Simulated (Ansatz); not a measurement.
# Relative stability

Two relaxed structures of Si2H3ClF (charge +1), closed shell (PBE0-D4/def2-TZVP; forces vanish, vibrations not checked).

A:

```csv
atom,x (Å),y (Å),z (Å)
F1,-2.0223,-1.1072,0.1772
Si2,-1.1193,0.1610,0.0714
Si3,1.1109,-0.0726,0.4032
Cl4,0.2469,-0.0864,-1.6622
H5,-1.8655,1.4103,-0.1248
H6,1.9827,1.1102,0.4961
H7,1.6667,-1.4152,0.6391
```

B:

| atom | x (Å) | y (Å) | z (Å) |
| --- | --- | --- | --- |
| F1 | 0.2264 | -0.0318 | -1.1880 |
| Si2 | -1.0891 | 0.2023 | 0.0974 |
| Si3 | 1.1286 | -0.0340 | 0.3736 |
| Cl4 | -2.2815 | -1.3728 | 0.0961 |
| H5 | -1.7197 | 1.4820 | -0.2577 |
| H6 | 2.0267 | 1.1314 | 0.3499 |
| H7 | 1.7086 | -1.3771 | 0.5287 |

Computed with Ansatz 0.2.0 (basis: def2-TZVPP); correlated methods freeze the cores. B3LYP uses VWN-RPA correlation.

Problem. Which structure is lower at CCSD(T), and by how much? (To be estimated.)

Solution. Computed: A, by 47.7 kJ/mol (electronic energy, against the other). By their contacts, A is Si₂H₃ClF ([F][SiH]1[SiH2][Cl]1), total charge +1 and B is Si₂H₃ClF ([Cl][SiH]1[F][SiH2]1), total charge +1.

All methods give the same order:

```tsv
method	E(B) − E(A) (kJ/mol)
PBE-D4	47.7
r2SCAN-D4	48.8
PBE0-D4	51.2
B3LYP-D4	44.5
wB97M-V	43.9
HF	48.4
MP2	48.5
CCSD	47.5
CCSD(T)	47.7
```

No T1 diagnostic of these runs exceeds 0.013.

Labels in which every atom is bracketed show which atoms are joined, not bond orders.

For scale, one of the runs: CCSD(T)/def2-TZVPP, 199 basis functions, launched by `ansatz run in.yaml --threads 2 --pin off --events-out ev --progress --plain --max-ram 4352MiB`. Time: 66 s of wall clock on 2 CPU threads of an Arm Neoverse V1; the host was shared. Peak host memory: 2.1 GiB.
